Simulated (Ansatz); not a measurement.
Two structures of SiN$_{2}$H$_{9}$F, singlet, reached by relaxing down either side of one saddle point (PBE0-D4/def2-TZVP). Energies are electronic, without zero-point energy. Ansatz 0.2.0; basis: def2-TZVPP and def2-QZVPP; cores frozen in the correlated methods. Extrapolation: Hartree–Fock as exp(−7.88 √X), correlation as X^−2.97. First:

```
13
angstrom
Si -0.9541 0.7851 0.7578
H 0.1300 1.6310 1.3061
H -1.5576 1.3216 -0.4828
H -0.3760 -0.5633 0.4456
N -2.2053 0.7398 1.9462
H 2.7670 -1.5105 -1.1982
N 1.8159 -1.3030 -1.4767
H 1.4505 0.2633 -1.4142
F 1.1682 1.1852 -1.3141
H -1.9783 0.5625 2.9111
H -3.1067 0.3550 1.7150
H 1.6558 -1.7228 -2.3841
H 1.1906 -1.7440 -0.8118
```

Second:

| atom | x (Å) | y (Å) | z (Å) |
| --- | --- | --- | --- |
| Si1 | -0.7335 | -0.9403 | 0.2325 |
| H2 | 1.8920 | 1.4869 | 2.1895 |
| H3 | -1.8644 | -1.9066 | 0.2537 |
| H4 | 0.2574 | -1.3320 | 1.2709 |
| N5 | -1.4216 | 0.6097 | 0.3239 |
| H6 | 0.9728 | 0.5100 | -1.1443 |
| N7 | 0.2222 | -0.9605 | -1.2388 |
| H8 | 1.8835 | 1.5369 | 1.4433 |
| F9 | 1.3086 | 1.4004 | -0.9788 |
| H10 | -0.8400 | 1.4329 | 0.2836 |
| H11 | -2.3070 | 0.7737 | 0.7701 |
| H12 | -0.2970 | -0.9270 | -2.1072 |
| H13 | 0.9269 | -1.6841 | -1.2985 |

Task: Which bonds change from the first to the second?

Result: SiNH₅ ([NH2][SiH3]) + NH₃ + HF → SiN₂H₆ ([NH2][SiH2][NH2]) + HF + H₂; bonds formed: Si1–N7, H2–H8, H6–F9; bonds broken: Si1–H2, H6–N7, H8–F9.

Task: Give the saddle point's structure and its height above each. (An estimate is asked for; the value comes from the calculation.)

Result: By the calculation: 27.52 kcal/mol above the first and 35.49 kcal/mol above the second (CCSD(T) at an estimated basis limit (MP2 extrapolated from triple and quadruple zeta, plus CCSD(T) − MP2 in triple zeta)).
```xyz
13
angstrom
Si -0.4266 -0.5685 0.5434
H 0.8481 0.7480 0.9888
H -1.4732 -1.5865 0.1529
H 0.3916 -1.3336 1.5158
N -1.4690 0.7489 0.7796
H 1.2140 0.1411 -1.1527
N 0.4570 -0.6421 -1.1133
H 1.3957 1.0453 0.2754
F 2.0224 1.2359 -0.7543
H -1.1622 1.6502 1.1014
H -2.4677 0.6236 0.7713
H -0.2182 -0.5098 -1.8607
H 0.8879 -1.5525 -1.2475
```

No T1 diagnostic of these runs exceeds 0.012.

Labels in which every atom is bracketed show which atoms are joined, not bond orders.

For scale, one of the runs: CCSD(T)/def2-TZVPP, 261 basis functions, launched by `ansatz run in.yaml --threads 8 --pin off --events-out ev --progress --plain --max-ram 19148MiB`. Hardware: 8 CPU threads of an Arm Neoverse V1, shared host. Wall time 94 s; peak host memory 6.4 GiB.
